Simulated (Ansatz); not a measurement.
A nudged elastic band was laid between two geometries of H4SeSi (6 atoms, charge 0, multiplicity 1).

Theory: RKS PBE0/def2-SVP (Ansatz).

- movable images: 5
- climbing image: yes
- spring: 0.1 eV/Å²
- optimiser: quadratic models (default)
- start path: through a guess of the saddle point
- force threshold: 0.05 eV/Å
- iteration limit: 60
- end points: relaxed

Initial state:

```xyz
6
Properties=species:S:1:pos:R:3
Si -0.244 -0.233 -0.475
Se 0.904 -0.252 1.501
H -1.615 0.337 -0.315
H -0.337 -1.667 -0.873
H 0.479 0.539 -1.528
H 0.855 1.212 1.642
```

Final state:

```xyz
6
Properties=species:S:1:pos:R:3
Si -0.204 -0.090 -0.537
Se 1.222 0.731 1.050
H -1.567 0.513 -0.441
H -0.325 -1.574 -0.431
H 0.416 0.281 -1.841
H 0.501 0.076 2.153
```

(1) What changes between the two ends?

(2) Give the energies along the band, and the barrier.

(3) What is the geometry of the highest image?

The band took 6 iterations and of the order of 2.4 core-minutes.

## Answers

(1) No bond is made or broken. The dihedral H3–Si1–Se2–H6 goes from -61 to 69°.

(2) The run converged. The highest image is number 3 of 0 to 6, 0.9 kcal/mol above the ends, which have the same energy within 2 meV. Another band between the same ends (5 images) ends at a top of the same energy, where a vibrational analysis finds 1 clearly imaginary mode.

```csv
image,path coordinate (Å),energy (kcal/mol),dihedral H3–Si1–Se2–H6 (°)
0,0.00,0.0,-61
1,0.39,0.3,-40
2,0.77,0.8,-17
3,1.14,0.9,5
4,1.52,0.5,28
5,1.89,0.1,49
6,2.25,0.0,69
```

(3) 
```xyz
6
Properties=species:S:1:pos:R:3
Si -0.155 -0.203 -0.530
Se 1.317 0.112 1.203
H -1.419 0.519 -0.206
H -0.443 -1.656 -0.721
H 0.425 0.333 -1.796
H 0.317 0.831 2.004
```

Time of the run: 2.4 min on 1 thread of Intel(R) Xeon(R) Processor @ 2.50GHz (Skylake/Cascade Lake), with other jobs on the host, peak memory 0.14 GiB.
